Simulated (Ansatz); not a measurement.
Ansatz results at the PBE0-D4/def2-TZVP geometry: HOMO–LUMO gap (PBE0/def2-TZVPP) 6.41 eV; size of the dipole moment (B3LYP/def2-TZVPP) 2.59 D; HOMO energy (PBE/def2-TZVPP) -6.18 eV.

Each molecule was computed in one conformer, which needn't be the lowest.

Which molecule gave them?
A. `[OH][GeH]1[CH2][SiH2]1`
B. `C[CH]1[AlH][AlH]1`
C. `BC/C=C(/C)F`
D. `BC/C(C)=C\F`

C. The others give `C[CH]1[AlH][AlH]1`: 3.76, 0.45, -4.77; `BC/C(C)=C\F`: 6.43, 2.23, -6.20; `[OH][GeH]1[CH2][SiH2]1`: 6.03, 1.25, -5.55.

B3LYP here is the variant with VWN-RPA as its local correlation; programs differ in this.
